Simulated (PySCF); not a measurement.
Species: C₄H₇NSi.
Atom-mapped SMILES: `[CH3:1][Si@@H:2]1[CH2:3][C@H:4]1[C:5]#[N:6]` (hydrogens: H7, H8, H9 on C1; H10 on Si2; H11, H12 on C3; H13 on C4)

The same species was optimised twice, with GFN2-xTB and with PBE0-D3(BJ)/def2-SVP (PySCF), and the same property calculations (PySCF, gas phase) were run on both structures.

| coordinate | GFN2-xTB | PBE0-D3(BJ)/def2-SVP | change |
| --- | --- | --- | --- |
| Si2–C4 (Å) | 1.915 | 1.886 | -0.029 |
| Si2–C3 (Å) | 1.879 | 1.850 | -0.029 |
| C4–C5 (Å) | 1.406 | 1.432 | +0.026 |
| C1–Si2 (Å) | 1.889 | 1.863 | -0.026 |
| C5≡N6 (Å) | 1.148 | 1.161 | +0.013 |
| C3–C4 (Å) | 1.549 | 1.555 | +0.006 |
| C1–Si2–C4 (°) | 116.4 | 118.5 | +2.1 |
| C1–Si2–C3 (°) | 119.1 | 121.1 | +2.0 |
| Si2–C4–C5 (°) | 119.5 | 121.4 | +1.9 |
| C3–C4–C5 (°) | 116.9 | 118.5 | +1.6 |
| C3–Si2–C4 (°) | 48.2 | 49.2 | +1.0 |
| Si2–C3–C4 (°) | 67.1 | 66.6 | -0.5 |
| Si2–C4–C3 (°) | 64.7 | 64.2 | -0.5 |
| C4–C5–N6 (°) | 178.3 | 178.5 | +0.2 |

Rotational constants: A = 7265, B = 1600, C = 1493 MHz (GFN2-xTB) against A = 7314, B = 1588, C = 1475 MHz (PBE0-D3(BJ)/def2-SVP). Point groups within 0.08 Å: C1 and C1.

On the GFN2-xTB structure: lowest triplet, Tamm–Dancoff (eV) 4.96 [PBE0/def2-SVPD]; isotropic polarisability (au) 77.8 [PBE0/def2-SVPD]; HOMO (eV) -7.29 [PBE0/def2-SVPD]; LUMO (eV) -0.17 [PBE0/def2-SVPD]; dipole (D) 5.67 [PBE0/def2-SVPD]; HOMO (eV) -7.30 [PBE0/pcSseg-1]; LUMO (eV) -0.08 [PBE0/pcSseg-1]; dipole (D) 5.55 [PBE0/pcSseg-1]; GIAO shielding of C1 (ppm) 193.8 [PBE0/pcSseg-1]; GIAO shielding of Si2 (ppm) 452.1 [PBE0/pcSseg-1]; GIAO shielding of C3 (ppm) 181.5 [PBE0/pcSseg-1]; GIAO shielding of C4 (ppm) 193.4 [PBE0/pcSseg-1]; GIAO shielding of C5 (ppm) 59.9 [PBE0/pcSseg-1]; GIAO shielding of N6 (ppm) -21.5 [PBE0/pcSseg-1].

Problem. What do these properties become on the PBE0-D3(BJ)/def2-SVP structure?

Solution. 
```csv
property,level,on GFN2-xTB,on PBE0-D3(BJ)/def2-SVP,change
"lowest triplet, Tamm–Dancoff (eV)",PBE0/def2-SVPD,4.96,5.15,+0.19
isotropic polarisability (au),PBE0/def2-SVPD,77.8,78.2,+0.4
HOMO (eV),PBE0/def2-SVPD,-7.29,-7.35,-0.06
LUMO (eV),PBE0/def2-SVPD,-0.17,-0.06,+0.11
dipole (D),PBE0/def2-SVPD,5.67,5.76,+0.09
"energy, GFN2-xTB geometry as zero (kcal/mol)",PBE0/def2-SVPD,0.0,-1.8,-1.8
HOMO (eV),PBE0/pcSseg-1,-7.30,-7.37,-0.07
LUMO (eV),PBE0/pcSseg-1,-0.08,0.03,+0.11
dipole (D),PBE0/pcSseg-1,5.55,5.65,+0.10
"energy, GFN2-xTB geometry as zero (kcal/mol)",PBE0/pcSseg-1,0.0,-1.5,-1.5
GIAO shielding of C1 (ppm),PBE0/pcSseg-1,193.8,192.2,-1.6
GIAO shielding of Si2 (ppm),PBE0/pcSseg-1,452.1,446.2,-5.9
GIAO shielding of C3 (ppm),PBE0/pcSseg-1,181.5,182.4,+0.9
GIAO shielding of C4 (ppm),PBE0/pcSseg-1,193.4,190.8,-2.6
GIAO shielding of C5 (ppm),PBE0/pcSseg-1,59.9,58.0,-1.9
GIAO shielding of N6 (ppm),PBE0/pcSseg-1,-21.5,-29.1,-7.6
```

The heavy atoms differ by 0.029 Å rms after alignment. Among bonds between heavy atoms Si2–C3 and Si2–C4 change most and about equally (-0.029 Å). Changes are differences of the printed values. Neither structure is proved a minimum here.
